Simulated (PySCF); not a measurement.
**Simulated absorption spectrum**

Species: Zr(OtBu)F3, C4H9F3OZr (singlet state).
Geometry (PBE0-D3(BJ)/def2-SVP, Å), atoms numbered from 1 in this order:
```
atom  x, y, z in Å
Zr1    1.036    0.005   -2.549
O2     0.343    0.010   -0.789
C3    -0.204    0.003    0.516
C4    -1.401   -0.941    0.512
C5     0.877   -0.487    1.473
C6    -0.630    1.428    0.850
H7    -1.889   -0.962    1.497
H8    -2.141   -0.617   -0.236
H9    -1.082   -1.964    0.261
H10    1.210   -1.496    1.189
H11    0.500   -0.524    2.505
H12    1.748    0.186    1.445
H13   -1.384    1.781    0.130
H14    0.236    2.106    0.805
H15   -1.061    1.483    1.860
F16    2.823    0.680   -2.528
F17   -0.065    1.111   -3.649
F18    1.027   -1.785   -3.214
```

Level of theory: PySCF, TDDFT wB97X-D/def2-SVPD, vertical, gas phase, core orbitals frozen in the response, def2 core potentials past Kr. Spin–orbit coupling is left out.

Computed states:

```csv
state,E (eV),f
S1,7.16,0.0000
S2,7.28,0.0034
S3,7.28,0.0034
S4,7.71,0.024
S5,7.71,0.024
S6,7.79,0.094
S7,8.26,0.0000
S8,8.32,0.0021
S9,8.33,0.0019
```

Broadening: Gaussians 0.3 eV wide at half height, area fixed by f = 4.319×10⁻⁹ ∫ε dν̃. The width is an assumption, not a result. The curve ends short of the highest state used, and states not computed would add to its high-energy end.

Question: What does the envelope look like, and where are its maxima?

Answer: 
(λ (nm), ε (L mol⁻¹ cm⁻¹)): (160.4, 11860), (161.3, 10401), (162.1, 8507), (162.9, 6451), (163.8, 4344), (164.6, 2869), (165.4, 1826), (166.3, 1118), (167.1, 800), (168.0, 661), (168.8, 638), (169.6, 641), (170.5, 629), (171.3, 586), (172.1, 514), (173.0, 410), (173.8, 314), (174.6, 226), (175.5, 144), (176.3, 91), (177.1, 54), (178.0, 28), (178.8, 15), (179.7, 7), (180.5, 3), (181.3, 1), (182.2, 1), (183.0, 0), (183.8, 0), (184.7, 0)

Maxima: 170 nm (7.31 eV), ε about 640, made up of S2 (47%) and S3 (48%) (hardly more than a shoulder) (ε in L mol⁻¹ cm⁻¹; maxima over ε = 5, shares over 10%). At its high-energy end, 7.73 eV, the curve is still rising (ε about 12000, from S4, S5 and S6).

Question: What would ε be at 7.31 eV, the highest of these maxima, with half the width (0.15 eV)?

Answer: About 1120 L mol⁻¹ cm⁻¹ against 641, a factor of about 1.7; a lone state at its own centre would give exactly 2.

Question: Coming from long wavelengths, where does ε first pass 100 L mol⁻¹ cm⁻¹?

Answer: At about 176 nm (7.04 eV), 0.12 eV below S1.

On an Arm Neoverse V1 with one thread, on a shared host, this took 2.1 min of wall time (with the writing of density and orbital grids) and 1.6 GiB of memory at its peak.
